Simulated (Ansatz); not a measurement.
## Molecular dynamics of ClF$_{2}$H$_{2}$O$_{2}$Ta

input.yaml

```yaml
crystal:
  periodic: [false, false, false]
  atoms:
    - { symbol: Ta, position_ang: [-0.044681, 0.007794, -0.016438] }
    - { symbol: Cl, position_ang: [2.249949, -0.041218, 0.071307] }
    - { symbol: F, position_ang: [-0.184247, 0.00029, 1.88216] }
    - { symbol: F, position_ang: [-0.110057, 0.030537, -1.891886] }
    - { symbol: O, position_ang: [-0.923093, 1.673999, 0.031643] }
    - { symbol: H, position_ang: [-1.298919, 2.126236, 0.811072] }
    - { symbol: O, position_ang: [-0.985089, -1.623572, 0.005127] }
    - { symbol: H, position_ang: [-1.396063, -2.075767, 0.766414] }
basis:
  gaussian: { orbitals: def2-SVP }
hamiltonian:
  xc: lda
md:
  timestep: 0.5
  n_steps: 300
  ensemble: nvt_nose_hoover
  temperature: 300.0
  initial_velocities: maxwell_boltzmann
  seed: 542671
  nose_hoover: { tau: 300.0, chain_length: 1 }
```

Launched with:

```bash
$ ansatz run input.yaml --threads 2 --pin off --max-ram 3072MiB --backend cpu --events-out ev --progress --plain --runs-dir out
```

It starts from a relaxed structure.

Output, in part (step lines, the closing report, with atoms numbered from 0):

```
md step     0: t =     0.00 fs  T =   300.0 K  F+E_penalty+E_count = -23525.07860861 eV  E_kin = 0.232668 eV  conserved = -23524.84594061 eV  (29 SCF iters)
md step     1: t =     0.50 fs  T =   292.8 K  F+E_penalty+E_count = -23525.07284268 eV  E_kin = 0.227060 eV  conserved = -23524.84578298 eV  (30 SCF iters)
md step     2: t =     1.00 fs  T =   274.6 K  F+E_penalty+E_count = -23525.05822296 eV  E_kin = 0.212945 eV  conserved = -23524.84527786 eV  (31 SCF iters)
md step     3: t =     1.50 fs  T =   255.1 K  F+E_penalty+E_count = -23525.04255147 eV  E_kin = 0.197860 eV  conserved = -23524.84469121 eV  (30 SCF iters)
md step     4: t =     2.00 fs  T =   245.3 K  F+E_penalty+E_count = -23525.03468700 eV  E_kin = 0.190267 eV  conserved = -23524.84442073 eV  (30 SCF iters)
md step     5: t =     2.50 fs  T =   250.2 K  F+E_penalty+E_count = -23525.03867866 eV  E_kin = 0.194013 eV  conserved = -23524.84466643 eV  (31 SCF iters)
md step     6: t =     3.00 fs  T =   265.1 K  F+E_penalty+E_count = -23525.05086405 eV  E_kin = 0.205627 eV  conserved = -23524.84523846 eV  (31 SCF iters)
md step     7: t =     3.50 fs  T =   279.6 K  F+E_penalty+E_count = -23525.06260508 eV  E_kin = 0.216865 eV  conserved = -23524.84574268 eV  (30 SCF iters)
[... lines left out ...]
md step   297: t =   148.50 fs  T =   119.7 K  F+E_penalty+E_count = -23524.92571641 eV  E_kin = 0.092835 eV  conserved = -23524.84461364 eV  (31 SCF iters)
md step   298: t =   149.00 fs  T =   115.9 K  F+E_penalty+E_count = -23524.92260220 eV  E_kin = 0.089900 eV  conserved = -23524.84450708 eV  (31 SCF iters)
md step   299: t =   149.50 fs  T =   124.2 K  F+E_penalty+E_count = -23524.92906685 eV  E_kin = 0.096320 eV  conserved = -23524.84462713 eV  (31 SCF iters)
md step   300: t =   150.00 fs  T =   142.1 K  F+E_penalty+E_count = -23524.94320374 eV  E_kin = 0.110217 eV  conserved = -23524.84495016 eV  (31 SCF iters)
Total energy: -23524.94326486 eV, -864.5257192043 hartree
Atom 0 at    -0.060447    -0.002421    -0.007013 Å, force    -0.399934     0.331215    -0.038884 eV/Å
Atom 1 at     2.229832    -0.263619     0.043490 Å, force     0.205455     0.022955     0.052611 eV/Å
Atom 2 at     0.030535     0.400829     1.832923 Å, force     0.093631    -0.057306     0.188873 eV/Å
Atom 3 at     0.109519     0.391841    -1.831521 Å, force    -0.044271    -0.157041    -0.073772 eV/Å
Atom 4 at    -1.305835     1.452737    -0.011864 Å, force    -0.112459     0.495415     1.306091 eV/Å
Atom 5 at    -1.509585     1.906709     0.871435 Å, force     0.266115    -0.718677    -1.331369 eV/Å
Atom 6 at    -0.910563    -1.654579     0.052849 Å, force     0.062736     0.561319     0.064349 eV/Å
Atom 7 at    -0.942299    -2.555838    -0.284131 Å, force    -0.071273    -0.477880    -0.167899 eV/Å
Dipole moment:    -0.356970    -0.417326     0.123087 e Å
```

The steps, from the saved trajectory:

```
time (fs)  T (K)  potential energy less start (eV)  conserved less start (meV/atom)
        0    300                             0.000                             0.00
        5    254                             0.036                             0.07
       10    196                             0.082                             0.09
       15    130                             0.133                             0.16
       20    124                             0.138                             0.19
       25    143                             0.123                             0.15
       30    175                             0.098                             0.09
       35    170                             0.102                             0.07
       40    171                             0.101                             0.01
       45    164                             0.107                             0.01
       50    144                             0.123                             0.12
       55    145                             0.123                             0.16
       60    150                             0.120                             0.16
       65    174                             0.101                             0.13
       70    187                             0.091                             0.10
       75    204                             0.078                             0.02
       80    194                             0.086                             0.02
       85    166                             0.109                             0.06
       90    144                             0.126                             0.07
       95    111                             0.153                             0.15
      100    102                             0.160                             0.19
      105    107                             0.157                             0.15
      110    131                             0.138                             0.07
      115    146                             0.127                             0.06
      120    158                             0.118                             0.02
      125    156                             0.120                             0.02
      130    119                             0.150                             0.12
      135     96                             0.170                             0.16
      140     87                             0.177                             0.18
      145    112                             0.158                             0.16
      150    142                             0.135                             0.12
```

All steps were run. The conserved energy stayed within 0.21 meV per atom of its start (net change 0.12 meV per atom), so the integration is sound. The mean temperature of the second half is 55 % below the set value. A run of 0.15 ps of so small a system gives no equilibrium averages.

The same pairs are bonded in the first frame and the last. Pairs count as bonded within 1.25 times the sum of covalent radii (0.12 Å more for H–H).

Last frame:

```xyz
8
Properties=species:S:1:pos:R:3
Ta -0.060 -0.002 -0.007
Cl 2.230 -0.264 0.043
F 0.030 0.401 1.833
F 0.110 0.392 -1.831
O -1.306 1.453 -0.012
H -1.510 1.907 0.871
O -0.911 -1.655 0.053
H -0.942 -2.556 -0.284
```

The run took 10 min on 2 threads of Arm Neoverse V1 (shared host), peak memory 0.17 GiB.
